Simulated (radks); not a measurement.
All-electron atom: In XXXIV in [Ne] 3s2 3p4 (the NIST ground configuration).

All-electron calculation, scalar-relativistic Kohn-Sham, SCAN, spin-polarised, spherical densities, finite nucleus; open shells are filled with parallel spins first (spin-orbit coupling, left out, can overturn this in heavy ions); meta-GGA in the generalised Kohn-Sham scheme; Fermi nuclear charge, rms radius 4.6156 fm. Program: a radial shooting solver on a logarithmic mesh with Libxc functionals.

Energy parts (eV):
total: -137039.318
kinetic: 143740.819
electron-nucleus: -299268.722
Hartree: 21247.821
exchange-correlation: -2759.237

Orbitals (lengths in bohr, moments of r in powers of bohr):
orbital  occ.  eigenvalue (eV)      <r^4>
1s up       1        -29600.74  3.721e-06
1s down     1        -29595.89  3.720e-06
2s up       1        -5910.799  0.0006095
2s down     1        -5907.871  0.0006071
2p up       3        -5496.000  0.0004326
2p down     3        -5490.981  0.0004315
3s up       1        -2239.230    0.01804
3s down     1        -2222.479    0.01824
3p up       3        -2104.395    0.01717
3p down     1        -2087.423    0.01735

The highest occupied level is 3p down at -2087.4 eV. The density falls to 0.001 e/bohr^3 at r = 0.87 bohr.
